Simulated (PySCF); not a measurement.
Question: What does the PBE0-D3(BJ)/def2-SVP structure of `C[CH2][In]([Cl])[Cl]` (InCl2Et) look like in three dimensions?

Answer: 
```
atom  x, y, z in Å
In1    0.824    1.363    0.568
Cl2    3.174    1.448    0.618
Cl3   -0.059    3.539    0.542
C4    -0.329   -0.459    0.544
C5    -0.560   -1.026   -0.851
H6    -1.275   -0.223    1.053
H7     0.232   -1.159    1.182
H8    -1.126   -1.970   -0.792
H9    -1.141   -0.342   -1.488
H10    0.384   -1.249   -1.372
```

Orientation and origin are arbitrary. Atoms count from 1 in this order. In1 (indium bonded to C and 2 Cl) is planar (angles 125.6°, 124.4° and 110.0°, sum 360.0°, 0.00 Å off the plane of its three neighbours).

Bonds between heavy atoms (Å): In1–Cl2 2.351, In1–Cl3 2.348, In1–C4 2.157, C4–C5 1.523.

The calculation used PBE0-D3(BJ)/def2-SVP geometry optimisation, gas phase, def2 core potentials past Kr (PySCF).

Point group: near Cs, missed by 0.13 Å at most; the miss may be what the optimiser left on a soft mode. No frequency check. The numbers are those of one conformer (Cl2–In1–C4–C5 -87°).
